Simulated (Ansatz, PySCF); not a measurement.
NP, charge +1, doublet, geometry from GFN2-xTB (a state made from the parent by changing its charge; the spin is typed, not shown lowest), with bond 2-1 at 1.8 times its length. Base run: CASSCF(7,5)/6-31G run with PySCF.

Here is a job for PySCF.
```python
from pyscf import gto, scf, mcscf
import numpy

mol = gto.Mole()
mol.atom = '''
    N    -0.00000000   -0.00000000   -0.98877073
    P     0.00000000    0.00000000    1.62158400
'''
mol.basis = '6-31g'
mol.charge = 1
mol.spin = 1
mol.verbose = 3
mol.build()

mf = scf.ROHF(mol)
mf.kernel()
mc = mcscf.CASSCF(mf, 5, 7)
mc.fix_spin_(ss=0.75)
mc.kernel()
occ = numpy.linalg.eigvalsh(mc.fcisolver.make_rdm1(mc.ci, mc.ncas, mc.nelecas))[::-1]
ss = mc.fcisolver.spin_square(mc.ci, mc.ncas, mc.nelecas)[0]
print('natural occupations', occ.round(4), ' <S^2>', round(ss, 4))
```

Programs used: Ansatz (an electronic-structure program), PySCF; a row that names a program was run with it.

The base run was repeated with changes; each row names its change, and settings that it needs were set with it.

```csv
change,ΔE vs base (mEh),natural occupations,<S^2> of the state
base,0.000,2.00 2.00 1.15 1.00 0.85,0.75
"active space = 5 electrons, 6 orbitals",-103.8,1.51 1.17 1.00 0.83 0.49 0.00,0.75
correction = SC-NEVPT2,-81.515,2.00 2.00 1.15 1.00 0.85,0.75
"active space = 7 electrons, 7 orbitals",-117.4,1.97 1.50 1.16 1.00 0.84 0.50 0.04,0.75
orbitals = fixed (CASCI); correction = SC-NEVPT2,-86.597,2.00 2.00 1.17 1.00 0.83,0.75
"code = ansatz; correction = SC-NEVPT2, all electrons",-56.174,-,-
orbitals = fixed (CASCI),13.817,2.00 2.00 1.17 1.00 0.83,0.75
"active space = 5 electrons, 5 orbitals",-14.253,1.97 1.15 1.00 0.85 0.03,0.75
"active space = 7 electrons, 9 orbitals",-123.2,1.97 1.52 1.18 1.00 0.82 0.48 0.04 0.00 0.00,0.75
solver = newton,-0.008,2.00 2.00 1.15 1.00 0.85,0.75
"active space = 3 electrons, 4 orbitals",0.052,1.15 1.00 0.85 0.00,0.75
```

Active orbitals are taken around the Fermi level unless the row says otherwise; CASSCF can end in different local minima, and two programs can end on different orbitals. State-averaged rows give the lowest state.

Open shells are given as the SCF converged; they aren't shown to be the lowest states, and a large step between rows can be another state.

Ansatz warned in this series: the state or the total is in doubt.
